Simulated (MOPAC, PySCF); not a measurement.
C2H4B2, SMILES `CB1B=C1`, neutral singlet in the gas phase. 

Cartesian coordinates (Å):
```xyz
8

C     -1.1500    -0.0592     0.0062
B      0.2730     0.5055     0.1262
B      1.5893     1.2378     0.2921
C      1.7769    -0.0527    -0.0472
H     -1.6840     0.0432     0.9530
H     -1.7191     0.4918    -0.7453
H     -1.1557    -1.1144    -0.2723
H      2.0698    -1.0520    -0.3127
```
Charge 0, multiplicity 1.

All levels are single points at this geometry (CAM-B3LYP-D3(BJ)/def2-TZVP); Pople sets use spherical d functions. Orbital energies aren't observables, and empty levels follow the basis.

AM1 in MOPAC gives dipole (D) = 2.08.

### Question
Estimate the dipole (D) from each of these levels: CAM-B3LYP-D3(BJ)/def2-TZVP in PySCF; TPSSh-D3(BJ)/def2-TZVP in PySCF; HF/3-21G in PySCF; HF/STO-3G in PySCF; PM6 in MOPAC.

### Answer

```json
[
 {"level": "CAM-B3LYP-D3(BJ)/def2-TZVP in PySCF", "dipole (D)": "1.59"},
 {"level": "TPSSh-D3(BJ)/def2-TZVP in PySCF", "dipole (D)": "1.65"},
 {"level": "HF/3-21G in PySCF", "dipole (D)": "1.19"},
 {"level": "HF/STO-3G in PySCF", "dipole (D)": "0.13"},
 {"level": "PM6 in MOPAC", "dipole (D)": "2.08"}
]
```
